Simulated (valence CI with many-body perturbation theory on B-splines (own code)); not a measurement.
## Valence orbitals of Lu LXVI

Level of theory: configuration interaction combined with many-body perturbation theory (CI+MBPT): four valence electrons over a frozen Dirac-Fock core [He], radial functions for each j: 11 s, 11 p, 10 d, 8 f, 5 g, 2 h, with the one-electron correlation potential Σ1, the two-electron term Σ2, the three-electron term Σ3, Breit, model QED; selected CI, second order for the rest, scaled by the run's own slope (own B-spline code, finite nucleus).

No measured spectrum was set against this ion. As an estimate, large intervals hold to a few tenths of a per cent, small ones and those within an open d or f shell to about a per cent. Among the levels kept, up to 1100 cm⁻¹ of a level comes from second order outside the variational space, and about a tenth of that is noise between levels of different J, which matters for small intervals.

These are the spectroscopic orbitals of the CI (the correlating ones are not listed), shaped by the core and the other valence electrons. h is the expectation value of the core's Dirac-Fock operator, without the valence repulsion; Σ1 is computed up to l = 3 at one energy for each symmetry, that of its lowest orbital but kept below the first core excitation, so for empty shells it is not the orbital's own correlation shift; Breit and QED include the response of the core, and the two lowest orbitals of each symmetry also the frequency dependence of Breit exchange, which makes a step in that column.

| Orbital | h (hartree) | Σ1 (cm⁻¹) | Breit (cm⁻¹) | QED (cm⁻¹) | ⟨r⟩ (bohr) |
| --- | --- | --- | --- | --- | --- |
| 2s1/2 | -659.84 | -1499 | 109603 | 133160 | 0.07840 |
| 3s1/2 | -286.39 | -376 | 30202 | 38287 | 0.1835 |
| 4s1/2 | -158.47 | -148 | 11926 | 15632 | 0.3347 |
| 5s1/2 | -100.3 | -72.9 | 5944 | 7846 | 0.5312 |
| 6s1/2 | -69.101 | -41.3 | 3379 | 4478 | 0.7731 |
| 7s1/2 | -50.467 | -25.6 | 2103 | 2793 | 1.060 |
| 2p1/2 | -653.09 | -4263 | 220506 | 5187 | 0.06467 |
| 3p1/2 | -284.49 | -978 | 58374 | 916 | 0.1708 |
| 4p1/2 | -157.7 | -377 | 23012 | 337 | 0.3228 |
| 5p1/2 | -99.909 | -185 | 11428 | 163 | 0.5202 |
| 6p1/2 | -68.877 | -104 | 6487 | 91.2 | 0.7629 |
| 7p1/2 | -50.328 | -64.7 | 4034 | 56.3 | 1.051 |
| 2p3/2 | -606.66 | -2629 | 73632 | 17998 | 0.07161 |
| 3p3/2 | -270.69 | -606 | 20434 | 4741 | 0.1807 |
| 4p3/2 | -151.92 | -235 | 9915 | 1919 | 0.3359 |
| 5p3/2 | -96.971 | -116 | 4990 | 963 | 0.5365 |
| 6p3/2 | -67.187 | -65.6 | 2857 | 551 | 0.7826 |
| 7p3/2 | -49.268 | -40.8 | 1788 | 344 | 1.073 |
| 3d3/2 | -270 | -281 | 2113 | -264 | 0.1524 |
| 4d3/2 | -151.63 | -122 | 1163 | -37.2 | 0.3083 |
| 5d3/2 | -96.824 | -62.9 | 572 | -4.2 | 0.5096 |
| 6d3/2 | -67.102 | -36.5 | 346 | 1.9 | 0.7564 |
| 7d3/2 | -49.215 | -23.1 | 224 | 2.7 | 1.048 |
| 3d5/2 | -266.11 | -238 | 686 | 1480 | 0.1557 |
| 4d5/2 | -149.98 | -102 | 378 | 691 | 0.3124 |
| 5d5/2 | -95.979 | -52.7 | 177 | 367 | 0.5145 |
| 6d5/2 | -66.613 | -30.6 | 107 | 216 | 0.7622 |
| 7d5/2 | -48.907 | -19.3 | 69.4 | 138 | 1.055 |
| 4f5/2 | -149.9 | -22.2 | 12.3 | -193 | 0.2685 |
| 5f5/2 | -95.942 | -12.6 | 10.2 | -93.5 | 0.4709 |
| 6f5/2 | -66.593 | -7.7 | 6.4 | -52.4 | 0.7190 |
| 7f5/2 | -48.895 | -5.0 | 4.5 | -32.3 | 1.012 |
| 4f7/2 | -149.11 | -20.8 | 3.7 | 178 | 0.2707 |
| 5f7/2 | -95.533 | -11.7 | 3.0 | 96.7 | 0.4734 |
| 6f7/2 | -66.356 | -7.1 | 1.8 | 57.8 | 0.7218 |
| 7f7/2 | -48.746 | -4.6 | 1.2 | 37.1 | 1.015 |
| 5g7/2 | -95.522 |  | 0.1 | -62.5 | 0.4132 |
| 6g7/2 | -66.349 |  | 0.1 | -36.1 | 0.6617 |
| 7g7/2 | -48.741 |  | 0.0 | -22.7 | 0.9556 |
| 5g9/2 | -95.281 |  | 0.0 | 50.1 | 0.4149 |
| 6g9/2 | -66.209 |  | 0.0 | 29.3 | 0.6635 |
| 7g9/2 | -48.653 |  | 0.0 | 18.5 | 0.9576 |
| 6h9/2 | -66.208 |  |  |  | 0.5878 |
| 6h11/2 | -66.116 |  |  |  | 0.5891 |

Among the shells of the start configuration 2s2 2p2, Σ1 is largest in size for 2p1/2, where it is 0.0030 % of h.

Lowest root of each symmetry, sizes in configuration state functions:

```csv
J,Parity,Roots,Reference,Variational,Second order,Change by selected CI (cm⁻¹),Change by second order (cm⁻¹)
0,even,20,53,30928,40560,-24104,0
1,even,36,124,31999,144936,-20281,-201
2,even,36,150,31989,248308,-21798,-365
3,even,23,123,31996,241392,-19786,-429
4,even,10,83,31999,214227,-20956,-297
5,even,3,46,28610,63505,-19437,-15
0,odd,16,49,27739,28881,-25300,-1
1,odd,36,127,31996,154424,-28711,-202
2,odd,36,147,31999,270974,-22929,-374
3,odd,21,122,31995,233342,-21353,-397
4,odd,8,82,31999,156843,-20703,-159
5,odd,2,45,24478,101977,-27269,-14
```
